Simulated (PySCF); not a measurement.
# The 1-electron isoelectronic series, spin-free X2C

All values are computed (PySCF 2.14, energy differences of UHF-based or UKS calculations, no spin-orbit coupling). Each ion has its own even-tempered basis scaled to its charge (17s7p4d3f3g for the first); frozen: nothing. Ionisation energies in eV.

```
  ion  configuration      UHF      LDA      PBE     PBE0   r2SCAN  NIST (with spin-orbit, Breit and QED)
Ru⁴³⁺       1s1 (2S)  27056.0  27002.8  27051.1  27052.4  27057.5                            27033.6 (t)
Rh⁴⁴⁺       1s1 (2S)  28336.2  28281.7  28331.3  28332.6  28337.8                            28312.0 (t)
Pd⁴⁵⁺       1s1 (2S)  29648.6  29592.8  29643.8  29645.1  29650.3                            29622.7 (t)
Ag⁴⁶⁺       1s1 (2S)  30993.6  30936.4  30988.9  30990.1  30995.5                            30965.8 (t)
Cd⁴⁷⁺       1s1 (2S)  32371.4  32312.8  32366.7  32367.9  32373.4                            32341.6 (t)
In⁴⁸⁺       1s1 (2S)  33782.3  33722.4  33777.7  33778.9  33784.4                            33750.4 (t)
Sn⁴⁹⁺       1s1 (2S)  35226.6  35165.2  35222.0  35223.2  35228.8                            35192.5 (t)
Sb⁵⁰⁺       1s1 (2S)  36704.6  36641.9  36700.1  36701.3  36706.9                            36668.2 (t)
Te⁵¹⁺       1s1 (2S)  38216.5  38152.4  38212.2  38213.3  38219.0                            38177.7 (t)
 I⁵²⁺       1s1 (2S)  39762.8  39697.3  39758.7  39759.7  39765.5                            39721.5 (t)
```

Each ion has its own basis, which adds noise of up to about 0.1 % along the series.

NIST values marked (s) are semi-empirical, (t) theoretical. Open shells are high-spin determinants of the terms that Hund's rules give.
